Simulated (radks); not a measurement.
Task: Excited configurations of neutral silver: one electron is placed in a higher orbital outside [Kr] 4d10. The ground configuration is [Kr] 4d10 5s1. Method: Dirac Kohn-Sham, PBE, spin-unpolarised, spherical densities, finite nucleus; open shells fill j = l - 1/2 first; Fermi nuclear charge, rms radius 4.5454 fm; computed with a radial shooting solver on a logarithmic mesh with Libxc functionals. Excitation = E - E(ground); binding = E(ion) - E, where the ion is the core of charge +1; n* = 1/sqrt(2 binding) in atomic units, and the quantum defect is n - n*.

outer orbital  excitation (eV)  binding (eV)     n*  quantum defect  eigenvalue (eV)  <r> (bohr)
6s1/2                    5.278         2.481  2.342           3.658           -1.460       8.631
6p1/2                    5.967         1.792  2.755           3.245           -1.019       11.17
7p1/2                    6.730         1.029  3.636           3.364           -0.637       20.44
7d3/2                    7.100         0.659  4.544           2.456           -0.408       31.22

Estimate the row for 4f5/2.

Result: excitation (eV) 6.851; binding (eV) 0.908; n* 3.870; quantum defect 0.130; eigenvalue (eV) -0.436; <r> (bohr) 17.46. The Delta-SCF ionisation energy is 7.759 eV (NIST Atomic Spectra Database: 7.576 eV, measured). Self-interaction in the functional shifts the binding energies and quantum defects, so they are the method's values and not measured ones. Spin polarisation and multiplet splitting are left out, so open shells lie too high by an amount that depends on their filling.

Beside tabulated values, note that spin-unpolarised runs miss the spin-polarisation part of the exchange energy of open shells.
